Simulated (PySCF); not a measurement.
CaI: one state, many levels of theory

State: ²Σ⁺ (doublet), unpaired electrons σ ↑. Set-up: Ca def2-TZVPP, I def2-TZVPP with ECP28; scalar-relativistic core potentials (PySCF 2.14). De refers to Ca + I in their high-spin ground configurations, without counterpoise correction. The functionals are run spin-unrestricted. A positive dipole means Ca(−)I(+).

| Level | Re (Å) | ωe (cm⁻¹) | De (eV) | μ (D) |
| --- | --- | --- | --- | --- |
| UHF | 2.916 | 227 | 2.75 | -4.68 |
| UHF-MP2 | 2.864 | 234 | 3.09 | n/a |
| UHF-SCS-MP2 | 2.877 | 231 | 2.91 | n/a |
| UHF-CCSD | 2.880 | 230 | 2.78 | n/a |
| UHF-CCSD(T) | 2.878 | 230 | 2.82 | n/a |
| PBE | 2.820 | 236 | 3.26 | -4.11 |
| r²SCAN | 2.823 | 240 | 3.52 | -4.36 |
| TPSSh | 2.829 | 236 | 3.32 | -4.08 |
| PBE0 | 2.826 | 238 | 3.24 | -4.27 |
| BHandHLYP | 2.853 | 234 | 2.98 | -4.78 |
| M06-2X | 2.844 | 237 | 2.90 | -4.81 |
| ωB97M-V | 2.837 | 236 | 2.94 | -4.80 |
| B2PLYP | 2.854 | 233 | 2.98 | -4.67 |

The bond length runs from 2.820 Å (PBE) to 2.916 Å (UHF). De spans 2.75 eV (UHF, mean field) to 3.52 eV (r²SCAN, meta-GGA). Correlation at CCSD(T) changes the Hartree–Fock bond energy by +0.07 eV; the triples alone change it by +0.04 eV.

Correlated steps freeze 9 core orbitals. These are scalar-relativistic numbers at best; spin–orbit coupling would shift them, the dissociation energy most. B2PLYP dipoles, levels and charges come from its SCF part alone. The state is the lowest determinant that a PBE0 search found; another state may lie lower at other levels.

The whole job (state search and all levels along the bond) took about 15 min on 1 thread of Intel Xeon Platinum 8488C (shared host), peak memory 2.2 GiB.
